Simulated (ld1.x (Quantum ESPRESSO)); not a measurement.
Before and after: TM potential for Pd (Z = 46)

- Element: palladium (Pd)
- Generator: ld1.x (Quantum ESPRESSO) 7.5
- Type: norm-conserving Troullier–Martins (Kleinman–Bylander form)
- Functional: LDA (PZ)
- Relativity: scalar-relativistic
- Frozen core: [Kr]
- Valence charge: 10
- Reference configuration: 4d8 5s0 5p0 (charge +2)
- Partial waves: 5p (bound, empty): rc 3.00 bohr; 4d (bound): rc 1.60 bohr; 5s (bound, empty): rc 2.45 bohr
- Local potential: the s channel
- Core correction: Bessel-smoothed model core inside 1.10 bohr

Change: wave 4d (bound): rc 1.60 bohr becomes 4d (bound): rc 1.88 bohr.

Cutoffs: the cutoffs (Ry, on a coarse ladder) from which the occupation-weighted sum of valence levels, in a spherical-Bessel basis at the reference potential, stays within 10 and 1 mRy of its value at 400 Ry; they do not see the model core or the augmentation charge, which bear on the density cutoff. Errors are all-electron minus pseudo energies relative to the spin-unpolarised reference configuration.

Task: How do hardness, ghosts and transferability respond?

Result: The potential gets softer (70 Ry and 90 Ry → 55 Ry and 90 Ry); of the 9 tests that both files solve, the error grows in 1 and shrinks in 0 by more than 15 % and 0.3 meV (median size 143.6 → 139.8 meV); neither file shows a bound ghost. A larger radius leaves more room for a smooth pseudo-wave, so fewer plane waves are needed.

| quantity | base | changed |
| --- | --- | --- |
| cutoff, loose | 70 Ry | 55 Ry |
| cutoff, tight | 90 Ry | 90 Ry |
| bound ghosts | none | none |
| error for 4d10 5s0 5p0, meV [ΔE -30.47 eV] | -398 | -393 |
| error for 4d9 5s0 5p0, meV [ΔE -21.08 eV] | -147 | -145 |
| error for 4d7 5s0 5p0, meV [ΔE 34.60 eV] | -241 | -233 |
| error for 4d9.5 5s0 5p0, meV [ΔE -27.10 eV] | -278 | -274 |
| error for 4d9 5s1 5p0, meV [ΔE -29.03 eV] | -103 | -103 |
| error for 4d9 5s0 5p1, meV [ΔE -25.15 eV] | -105 | -104 |
| error for 4d8 5s1 5p0, meV [ΔE -16.67 eV] | -8.7 | -8.1 |
| error for 4d8 5s0 5p0 (spin-polarised), meV [ΔE -0.63 eV] | +18 | +23 |
| error for 4d9 5s0 5p0 (spin-polarised), meV [ΔE -21.23 eV] | -144 | -140 |
| s: phases at 3.25 bohr within 0.05 rad from the reference energy up to (Ry; the scan ends near 5) | 0.6 | 0.6 |
| p: phases at 3.25 bohr within 0.05 rad from the reference energy up to (Ry; the scan ends near 5) | 1.3 | 1.3 |
| d: phases at 3.25 bohr within 0.05 rad from the reference energy up to (Ry; the scan ends near 5) | -0.6 | -0.6 |
